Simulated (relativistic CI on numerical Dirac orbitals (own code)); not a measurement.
The 25-electron sequence from Tb40+ to Bi58+

These numbers are calculated, not measured: Dirac-Coulomb-Breit CI, separate exchange-only KLI orbitals for each configuration, model QED (radiative potential, 1s self-energy scaled to tabulated hydrogen-like ionisation energies), unscaled Slater integrals (own radial code, finite nucleus).

Configuration list (outside the closed core [Ne]): 3s2.3p6.3d7, 3s2.3p6.3d5.4s2, 3s2.3p6.3d6.4s, 3s2.3p5.3d8, 3s2.3p4.3d9, 3s.3p6.3d8, 3p6.3d9. Levels of other configurations are missing.

Energies above each ion's lowest level, in eV. Levels are followed by their leading LS label, which can pass from one level to another where the coupling changes.

| Ion | 3s2.3p6.3d7 4F_9/2 | 3s2.3p6.3d7 2P_3/2 | 3s2.3p6.3d7 2D_5/2 | 3s2.3p6.3d7 4F_7/2 | 3s2.3p6.3d7 4P_5/2 |
| --- | --- | --- | --- | --- | --- |
| Tb40+ | 0 | 10.431 | 15.414 | 33.578 | 43.421 |
| Dy41+ | 0 | 10.667 | 15.89 | 36.386 | 46.498 |
| Ho42+ | 0 | 10.907 | 16.366 | 39.362 | 49.743 |
| Er43+ | 0 | 11.15 | 16.842 | 42.514 | 53.165 |
| Tm44+ | 0 | 11.395 | 17.318 | 45.849 | 56.769 |
| Yb45+ | 0 | 11.643 | 17.795 | 49.373 | 60.562 |
| Lu46+ | 0 | 11.895 | 18.272 | 53.093 | 64.552 |
| Hf47+ | 0 | 12.149 | 18.75 | 57.016 | 68.745 |
| Ta48+ | 0 | 12.406 | 19.228 | 61.15 | 73.149 |
| W49+ | 0 | 12.666 | 19.707 | 65.501 | 77.771 |
| Re50+ | 0 | 12.928 | 20.186 | 70.079 | 82.619 |
| Os51+ | 0 | 13.194 | 20.667 | 74.889 | 87.701 |
| Ir52+ | 0 | 13.462 | 21.148 | 79.94 | 93.024 |
| Pt53+ | 0 | 13.733 | 21.631 | 85.241 | 98.596 |
| Au54+ | 0 | 14.007 | 22.115 | 90.798 | 104.43 |
| Hg55+ | 0 | 14.284 | 22.6 | 96.622 | 110.52 |
| Tl56+ | 0 | 14.563 | 23.086 | 102.72 | 116.89 |
| Pb57+ | 0 | 14.845 | 23.573 | 109.1 | 123.55 |
| Bi58+ | 0 | 15.13 | 24.063 | 115.77 | 130.49 |

The lowest level keeps the configuration 3s2.3p6.3d7 and J = 9/2 throughout.

Between Z = 80 and 83 the energy of 3s2.3p6.3d7 2P_3/2 follows a local power law Z^1.6. For orientation: electrostatic splittings inside a shell grow about linearly with the screened charge, excitations that change n as its square, and fine structure as its fourth power; written in Z itself the exponents are larger, since the screened charge grows faster in proportion.
